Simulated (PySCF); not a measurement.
CH9BrSi4.
Cartesian coordinates in Å at the PBE0-D3(BJ)/def2-SVP level; atoms count from 1:
```xyz
15
CH9BrSi4 angstrom
C      2.035   -0.984   -0.080
Si     1.005    0.568   -0.367
Si    -0.967    0.169   -1.623
Si    -2.041   -0.195    0.440
Br    -1.502   -2.311    1.022
Si    -0.390    1.134    1.469
H      2.514   -1.305   -1.017
H      1.397   -1.801    0.286
H      2.821   -0.792    0.666
H      1.850    1.694   -0.876
H     -1.455    1.445   -2.240
H     -1.010   -0.932   -2.633
H     -3.510   -0.036    0.661
H      0.012    0.765    2.860
H     -0.765    2.584    1.412
```

Computed, not measured: PBE0-D3(BJ)/def2-SVP geometry optimisation, gas phase in PySCF 2.14.0.

Masses are those of the commonest isotopes; rigid-rotor values at the optimised geometry. The values belong to one conformer with, in the numbering `[CH3:1][Si@H:2]1[SiH2:3][Si@@H:4]([Br:5])[SiH2:6]1`, C1–Si2–Si3–Si4 91°, Si2–Si3–Si4–Br5 -80°, Si3–Si4–Si6–Si2 -24°, C1–Si2–Si6–Si4 -91°.

(1) Give the principal moments of inertia and the rotational constants in MHz.

(2) What kind of rotor is it?

(3) Is it planar, by Δ = Ic − Ia − Ib?

(4) List the rotational levels J(Ka,Kc) to J = 2 (K).

(5) Which lines would a microwave search look for?

Results:

(1) Ia = 388.76, Ib = 730.00, Ic = 763.19 u·Å²; 505379 MHz·u·Å²/I gives A = 1300, B = 692.3, C = 662.2 MHz.

(2) A near-prolate asymmetric top: κ = (2 × 692.3 − 1300 − 662.2)/(1300 − 662.2) = -0.91.

(3) Not planar: Δ = Ic − Ia − Ib = -355.57 u·Å². For a rigid frame Δ = −2 Σ m c², so Σ m c² = 177.79 u·Å² lies off the ab plane: 26.40 from hydrogen and 151.38 from heavier atoms. The atom farthest from that plane is 2.92 Å away.

(4) Above 0(0,0), as E/k:
J = 1: 1(0,1) 0.065, 1(1,1) 0.094, 1(1,0) 0.096
J = 2: 2(0,2) 0.195, 2(1,2) 0.223, 2(1,1) 0.227, 2(2,1) 0.315, 2(2,0) 0.315
Those of J = 1 are B + C, A + C and A + B.

(5) The dipole components are |μa| = 1.19 D, |μb| = 0.10 D, |μc| = 0.00 D; the mirror of this Cs structure is the ab plane, so μc vanishes by symmetry (the 0.01 D computed is a residue) and there are no c-type lines. Intensities carry the squares of the components, which stand as 1.00 : 0.01 (a : b). Some lines, for components of 0.1 D or more:

```
type  branch         J(Ka,Kc)   MHz  lower level (cm⁻¹)
   a       R  1(0,1) ← 0(0,0)  1354               0.000
   a       R  2(1,2) ← 1(1,1)  2679               0.065
   a       R  2(0,2) ← 1(0,1)  2708               0.045
   a       R  2(1,1) ← 1(1,0)  2739               0.066
   a       R  3(1,3) ← 2(1,2)  4018               0.155
   a       R  3(0,3) ← 2(0,2)  4059               0.136
   a       R  3(2,2) ← 2(2,1)  4063               0.219
   a       R  3(2,1) ← 2(2,0)  4068               0.219
   a       R  3(1,2) ← 2(1,1)  4108               0.158
```

Stationary, but not proved a minimum. These are rigid-rotor constants of the computed structure; measured ground-state constants (B0) also hold zero-point vibration. A rigid rotor knows nothing of internal rotation, which can split or shift real lines. Quadrupole hyperfine structure (79Br) is left out.

The run took 3.1 min on x86-64 server, one thread (shared host). These figures are those of the optimisation.
